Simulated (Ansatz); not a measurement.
```json
{"atom": "Si", "x (Å)": "0.0000", "y (Å)": "0.0000", "z (Å)": "0.0000"}
{"atom": "H", "x (Å)": "0.9308", "y (Å)": "0.9308", "z (Å)": "0.9308"}
{"atom": "H", "x (Å)": "0.9308", "y (Å)": "-0.9308", "z (Å)": "-0.9308"}
{"atom": "H", "x (Å)": "-0.9308", "y (Å)": "0.9308", "z (Å)": "-0.9308"}
{"atom": "H", "x (Å)": "-0.9308", "y (Å)": "-0.9308", "z (Å)": "0.9308"}
```

Basis set: cc-pVTZ (spherical functions). Correlated methods keep 5 orbitals frozen. Charge 0, multiplicity 1.

Computed with Ansatz (development build ahead of 0.2.0); each method stands on the lowest determinant of its kind that the runs found. Restricted open shells among the atoms or ions are ROHF, correlated in semicanonical orbitals with singles.

The atomization energy at this shape (free ground-state atoms in the same class of orbitals less the molecule, no zero-point energy) of singlet SiH₄:

```tsv
method	atomization energy
RHF-MP2	1234.9 kJ/mol
```

(1) What does RHF give?

## Answers

(1) 1016.1 kJ/mol. Caution: the shape is not the minimum.
